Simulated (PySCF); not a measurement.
C₅H₇F₃O.
Z-matrix (Å and degrees, GFN2-xTB geometry), rows numbered from 1:
```
F 
C   1  1.3663
C   2  1.5285  1  110.77
F   3  1.3993  2  108.11  1   -82.73
C   3  1.5365  2  115.46  1    37.92
C   5  1.5311  3  103.56  2   141.75
F   6  1.3775  5  110.24  3  -117.56
C   6  1.5357  5  104.08  3     0.52
O   3  1.3767  2  109.60  1   159.53
H   2  1.0929  1  107.95  3  -120.66
H   2  1.0932  1  107.95  3   119.49
H   5  1.0875  3  110.34  2   -96.88
H   5  1.0894  3  110.44  2    24.00
H   6  1.0930  5  113.90  3   123.66
H   8  1.0952  6  110.52  5   100.03
H   8  1.0897  6  112.22  5  -136.45
```

A PySCF run (density fitting, gas phase, GFN2-xTB geometry) gave HOMO -8.57 eV, LUMO 0.30 eV, dipole 1.27 D and E = -569.101 Eh.

Task: Which of these levels was it?
A. LC-wPBE/def2-SVP
B. B3LYP/def2-SVPD
C. OLYP/cc-pVDZ
D. PBE/def2-SVPD
E. X3LYP/3-21G

Result: B. It is B3LYP/def2-SVPD. All candidates on this geometry:

```csv
level and settings,kind,basis functions,SCF cycles,E (Eh),HOMO (eV),LUMO (eV),dipole (D)
"PBE/def2-SVPD, start guess sap",GGA,248,20,-568.4926,-7.13,-0.10,1.20
"OLYP/cc-pVDZ, start guess vsap",GGA,161,14,-569.3318,-6.57,0.92,1.04
B3LYP/def2-SVPD,global hybrid,248,13,-569.1014,-8.57,0.30,1.27
"X3LYP/3-21G, grid level 1",global hybrid,95,9,-566.1549,-7.80,2.49,1.24
"LC-wPBE/def2-SVP, level shift 0.3 Eh",range-separated hybrid,161,12,-568.7415,-11.34,4.02,1.23
```

The nearest other candidate, by the summed differences of HOMO and LUMO, is PBE/def2-SVPD: its HOMO differs by +1.44 eV and its LUMO by -0.40 eV. Cycle counts include a coarse-grid stage where the run had one.
